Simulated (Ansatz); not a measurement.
Computed with Ansatz on PBE0-D4/def2-TZVP structures; ΔE is electronic, products minus reactants. CCSD(T)/CBS adds triple-zeta CCSD(T) − MP2 to the extrapolated MP2 energy (def2 sets, frozen cores). Each species was taken in one conformer, which may not be the lowest.

`NCBF` + `B[SiH2]O` → `B[SiH2]OBF` + CH₃NH₂  (ligand exchange at a B–C bond)

`NCBF`:

Cartesian coordinates in Å:
```
N 0.048 0.240 -1.315
C -0.517 -0.047 -0.013
B 0.449 0.148 1.190
F 1.746 0.329 0.981
H -0.498 -0.162 -2.064
H 0.993 -0.108 -1.395
H -0.902 -1.081 0.115
H -1.399 0.583 0.169
H 0.080 0.098 2.331
```

`B[SiH2]O`:

Z-matrix (Å, degrees):
```
Si
O 1 1.655
B 1 2.005 2 116.3
H 1 1.500 2 111.2 3 -120.2
H 1 1.486 2 105.1 3 123.8
H 2 0.958 1 117.3 3 44.7
H 3 1.197 1 119.0 2 169.2
H 3 1.197 1 124.0 2 -13.6
```

`B[SiH2]OBF`:

Z-matrix (Å, degrees):
```
Si
O 1 1.663
B 1 2.000 2 113.1
H 1 1.493 2 109.1 3 -121.9
H 1 1.489 2 106.9 3 121.3
B 2 1.340 1 133.9 3 122.7
H 3 1.196 1 118.3 2 176.6
H 3 1.194 1 123.7 2 -3.9
F 6 1.325 2 118.4 1 179.6
H 6 1.199 2 123.2 1 -0.5
```

CH₃NH₂:

Z-matrix (Å, degrees):
```
C
N 1 1.453
H 1 1.092 2 109.4
H 1 1.100 2 115.4 3 -121.6
H 1 1.092 2 109.4 3 116.8
H 2 1.012 1 110.6 3 62.6
H 2 1.012 1 110.6 3 -179.3
```

```tsv
level	ΔE (kJ/mol)
MP2/def2-SVP	-168.7
CCSD/def2-TZVPP	-151.4
CCSD(T)/def2-TZVPP	-150.3
HF/CBS(def2)	-164.2
```

Question: What does CCSD(T)/CBS give? (Estimate.)

Answer: Computed: -148.2 kJ/mol. The listed levels differ from it by -20.5, -3.2, -2.1, -16.0 kJ/mol.

Question: What do rigid-rotor, harmonic-oscillator terms from PBE0-D4/def2-TZVP frequencies (298.15 K, 1 bar) make of the CCSD(T)/CBS value? (Best estimate.)

Answer: The calculation gave: ΔZPE = +4.4 kJ/mol, ΔH = -143.2 kJ/mol, ΔS = 3 J/(mol·K), ΔG = -144.1 kJ/mol.

Largest T1 diagnostic among the species: 0.013.

Leaving LDA and LC-ωPBE aside and taking each functional with its dispersion term where it has one, the values, not all of them listed here, spread over 17.8 kJ/mol, from BHLYP-D4 to revPBE-D4. From BLYP to BHLYP (50 % exact exchange), in def2-TZVPP and without D4, ΔE moves by −6.5 kJ/mol.
